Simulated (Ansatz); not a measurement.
Isolated molecules relaxed with PBE0-D4/def2-TZVP in Ansatz; ΔE leaves out vibrations. CCSD(T)/CBS is the MP2 limit (def2-TZVPP, def2-QZVPP) plus CCSD(T) − MP2 in def2-TZVPP, frozen cores. DFT in def2-TZVPP. For Br outer-core shells are correlated without core-valence functions, which leaves a few kJ/mol of doubt a bond. Scalar relativity is left out up to krypton. Each species was taken in one conformer, which may not be the lowest.

Consider the substitution at a C–Br bond: `BC(=C)Br` + `NCF` → `BC(=C)NCF` + HBr.

Problem. Is it downhill or uphill in electronic energy at CCSD(T)/CBS, and by how much? (Estimate.)

Solution. Ansatz gave: Downhill: ΔE = -9.6 kJ/mol.

Problem. What do these levels give: LDA (SPW92), r2SCAN0-D4, CAM-B3LYP-D4, ωB97X-V, B2PLYP, PBE0, r2SCANh, MP2/def2-SVP, CCSD(T)/def2-SVP, SCS-MP2/def2-TZVPP, CCSD/def2-TZVPP, SCS-MP2/def2-QZVPP? (Estimate.)

Solution. Computed: LDA (SPW92) -35.0, r2SCAN0-D4 -16.5, CAM-B3LYP-D4 -18.5, ωB97X-V -13.7, B2PLYP -9.6, PBE0 -14.2, r2SCANh -15.2, MP2/def2-SVP -27.6, CCSD(T)/def2-SVP -29.7, SCS-MP2/def2-TZVPP -5.2, CCSD/def2-TZVPP -9.2, SCS-MP2/def2-QZVPP -5.1 kJ/mol.

Largest T1 diagnostic among the species: 0.012.

Leaving LDA and LC-ωPBE aside and taking each functional with its dispersion term where it has one, the values spread over 8.9 kJ/mol, from CAM-B3LYP-D4 to B2PLYP. LDA lies −21.3 kJ/mol from PBE without D4. In def2-TZVPP, CCSD(T) changes the Hartree–Fock value by −6.2 kJ/mol (the triples alone add −0.9 kJ/mol) and MP2 by −4.0 kJ/mol. From BLYP to BHLYP (50 % exact exchange), in def2-TZVPP and without D4, ΔE moves by −3.8 kJ/mol.
